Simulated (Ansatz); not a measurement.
Two isomers of C2H6ClFSi: A = `FCC[SiH2]Cl`, B = `C[SiH](Cl)CF`.

Computed with Ansatz on PBE0-D4/def2-TZVP structures; ΔE is electronic, products minus reactants. CBS: MP2 limit from def2 TZ/QZ plus the TZ coupled-cluster correction, frozen cores. Functionals use def2-TZVPP. Each species was taken in one conformer, which may not be the lowest.

**Question.** Which is lower in electronic energy at CCSD(T)/CBS, and by how much? (An estimate is asked.)

**Answer.** Ansatz gave: B, by 21.9 kJ/mol.

**Question.** Give E(B) − E(A) in kJ/mol with r2SCAN-D4, B2PLYP, CCSD/def2-TZVPP, PBE-D4, MP2/def2-TZVPP, CCSD(T)/def2-TZVPP, PBE0-D4. (Best estimate.)

**Answer.** Computed: r2SCAN-D4 -25.6, B2PLYP -23.3, CCSD/def2-TZVPP -19.5, PBE-D4 -25.5, MP2/def2-TZVPP -20.6, CCSD(T)/def2-TZVPP -19.8, PBE0-D4 -23.2. None reverses the order clearly.

Largest T1 diagnostic: 0.010.
